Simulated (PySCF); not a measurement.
# Ionisation energy of Zn²⁺ by level of theory

Zn²⁺ [Ar] 3d10 (1S) → Zn³⁺ [Ar] 3d9 (2D), as a difference of total energies. Computed with PySCF 2.14 in aug-cc-pwCVTZ-PP with ECP10MDF (8s8p7d4f3g, 122 functions), with a scalar-relativistic core potential. Correlated levels: valence: 3s2 3p6 frozen; valence and next inner shell: nothing frozen outside the core potential. The calculations carry no spin-orbit coupling.

```
                                method  ionisation energy (eV)  difference from reference (eV)
                                   UHF                  36.975                          -2.748
                                   LDA                  40.745                          +1.022
                                   PBE                  39.997                          +0.274
                                  PBE0                  39.564                          -0.159
                                r2SCAN                  39.410                          -0.313
                               wB97X-V                  39.571                          -0.152
                                 HSE06                  39.574                          -0.149
                                M06-2X                  39.886                          +0.163
                         MP2 (valence)                  40.112                          +0.389
                     SCS-MP2 (valence)                  39.750                          +0.027
    MP2 (valence and next inner shell)                  40.536                          +0.813
SCS-MP2 (valence and next inner shell)                  40.091                          +0.368
```

Reference: 39.723 eV (measured; NIST Atomic Spectra Database, ionization energies).

The reference lies between the lowest fine-structure levels, while these numbers refer to the centres of the terms.

Errors of the correlated levels include the incompleteness of this basis and the frozen core.
